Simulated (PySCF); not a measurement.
Hirshfeld charges from PBE0/pcSseg-1 densities (PySCF) at GFN2-xTB geometries, gas phase, one conformer each. Species are given as SMILES. The Hirshfeld scheme weights the molecular density at each point by an atom's share of the summed free-atom densities.

(1) Rank these species by the lowest charge on any of their atoms, highest value first.
A. `C/C=C(/C)F`
B. `C(C[C@@]1(CC)O[SiH2]OC1)#N`
C. `C=CC1=C[C@@H]1C1CC1`
D. `C=CCC(=O)OC`
E. `O=[P@]1(C(F)(F)F)C=C[C@H](F)C=C1`

(2) For each of these, name the hydrogen and the heavy atom of highest charge and the atom of lowest charge, and give the mean charge of the hydrogens: `[CH3:1][CH2:2][C@@H:3]([C:4]#[N:5])[SiH2:6][O:7][C:8]([CH3:9])=[O:10]`; `[CH2:1]=[CH:2][CH2:3][C:4](=[O:5])[O:6][CH3:7]`; `[CH3:1][CH2:2][C@@:3]1([CH2:4][C:5]#[N:6])[CH2:7][O:8][SiH2:9][O:10]1`; `[O:1]=[P@:2]1([C:3]([F:4])([F:5])[F:6])[CH:7]=[CH:8][C@H:9]([F:10])[CH:11]=[CH:12]1`; `[CH3:1]/[CH:2]=[C:3](/[CH3:4])[F:5]`; `[CH2:1]=[CH:2][C@@H:3]1[CH:4]=[N:5][NH:6][CH2:7]1`; `[P:1]#[C:2][c:3]1[cH:4][cH:5][s:6][cH:7]1`; `[CH2:1]=[CH:2][C:3]1=[CH:4][C@@H:5]1[CH:6]1[CH2:7][CH2:8]1`.

## Answers

(1) C (-0.096 e), A (-0.122 e), B (-0.241 e), D (-0.262 e), E (-0.381 e).

(2) 
| SMILES | H of highest charge | its q (e) | heavy atom of highest charge | its q (e) | atom of lowest charge | its q (e) | mean q of all H (e) |
| --- | --- | --- | --- | --- | --- | --- | --- |
| CC[C@@H](C#N)[SiH2]OC(C)=O | H on C9 (methyl hydrogen) | +0.065 | Si6 (oxygen-bound silicon) | +0.412 | O10 (carbonyl oxygen) | -0.249 | +0.030 |
| C=CCC(=O)OC | H on C3 (methylene hydrogen) | +0.058 | C4 (ester carbonyl carbon) | +0.217 | O5 (ester carbonyl oxygen) | -0.262 | +0.050 |
| CC[C@@]1(CC#N)CO[SiH2]O1 | H on C4 (methylene hydrogen) | +0.068 | Si9 (oxygen-bound silicon) | +0.473 | O8 (silyl ether oxygen) | -0.241 | +0.025 |
| O=[P@]1(C(F)(F)F)C=C[C@H](F)C=C1 | H on C7 or H on C12 (vinylic hydrogen) | +0.069 | P2 (phosphoryl phosphorus) | +0.398 | O1 (phosphoryl oxygen) | -0.381 | +0.064 |
| C/C=C(/C)F | H on C4 (methyl hydrogen) | +0.055 | C3 (vinylic C–F carbon) | +0.084 | C4 or C1 (allylic carbon) | -0.122 | +0.047 |
| C=C[C@@H]1C=NNC1 | H on N6 (N–H hydrogen) | +0.127 | C4 (C=N carbon) | -0.013 | N5 (C=N nitrogen) | -0.125 | +0.055 |
| P#Cc1ccsc1 | H on C4 or H on C7 (aromatic hydrogen) | +0.062 | S6 (thiophene-type sulfur) | +0.129 | C2 (triply bonded carbon) | -0.100 | +0.061 |
| C=CC1=C[C@@H]1C1CC1 | H on C4 (vinylic hydrogen) | +0.069 | C3 (fully substituted alkene carbon) | -0.004 | C7 or C8 (three-membered-ring carbon) | -0.096 | +0.046 |

'Or' marks atoms within 0.002 e of each other.
